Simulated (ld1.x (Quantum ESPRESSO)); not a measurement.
**rhodium (Rh) RRKJ: all-electron and pseudo phase curves**

rhodium (Rh), norm-conserving RRKJ (Kleinman–Bylander form), made with ld1.x (Quantum ESPRESSO) 7.5 (PBE, scalar-relativistic). Core [Ar] 3d10, reference 4s2 4p6 4d7 5s0 5p0 (charge +2). Waves: 4p (bound): rc 1.45 bohr; 4d (bound): rc 1.30 bohr; 4s (bound): rc 1.40 bohr. Local part: the s channel. Core correction: none. rho0 = 0.02.

The phase is arctan(r·u′/u) with u = r·R(r), unwrapped; energies in Ry, scanned from -10 to 5 Ry. A pole is an energy at which the radial function vanishes at the test radius. The pseudo phase is shifted by a multiple of π to meet the all-electron one at the reference energy, and phase errors are pseudo minus all-electron; the curves can meet again beyond the range given. Levels narrower than the energy grid can be missing from the lists of poles.

Task: For each channel, where are the poles, and over which energies does the pseudopotential scatter like the atom?

Result:

```
channel  radius (bohr)  reference energy (Ry)  poles, all-electron  poles, pseudo  unbroken range about the reference energy with phases within 0.05 rad  phase error 1 Ry above the reference energy (rad)
      s           1.61                  -7.60                -6.64          -6.66                                                             below -2.2                                             -0.003
      p           1.61                  -5.24                -3.80          -3.84                                                              below 0.0                                             -0.003
      d           1.61                  -1.89                 0.75           0.58                                                              below 2.8                                             -0.005
```

Phases in the s channel:

| E (Ry) | all-electron | pseudo |
| --- | --- | --- |
| -10.00 | 1.179 | 1.172 |
| -9.52 | 1.099 | 1.090 |
| -9.04 | 0.938 | 0.926 |
| -8.56 | 0.491 | 0.470 |
| -8.08 | -0.652 | -0.660 |
| -7.60 | -1.270 | -1.270 |
| -7.12 | -1.474 | -1.475 |
| -6.64 | -1.570 | -1.573 |
| -6.16 | -1.628 | -1.633 |
| -5.68 | -1.669 | -1.676 |
| -5.20 | -1.700 | -1.710 |
| -4.72 | -1.727 | -1.739 |
| -4.24 | -1.751 | -1.767 |
| -3.76 | -1.774 | -1.795 |
| -3.28 | -1.797 | -1.824 |
| -2.80 | -1.821 | -1.857 |
| -2.32 | -1.847 | -1.895 |
| -1.84 | -1.876 | -1.941 |
| -1.36 | -1.910 | -2.000 |
| -0.88 | -1.949 | -2.079 |
| -0.40 | -1.997 | -2.192 |
| 0.08 | -2.057 | -2.364 |
| 0.56 | -2.135 | -2.641 |
| 1.04 | -2.241 | -3.065 |
| 1.52 | -2.388 | -3.553 |
| 2.00 | -2.599 | -3.931 |
| 2.48 | -2.892 | -4.169 |
| 2.96 | -3.251 | -4.319 |
| 3.44 | -3.600 | -4.418 |
| 3.92 | -3.876 | -4.489 |
| 4.40 | -4.071 | -4.542 |
| 4.88 | -4.207 | -4.583 |
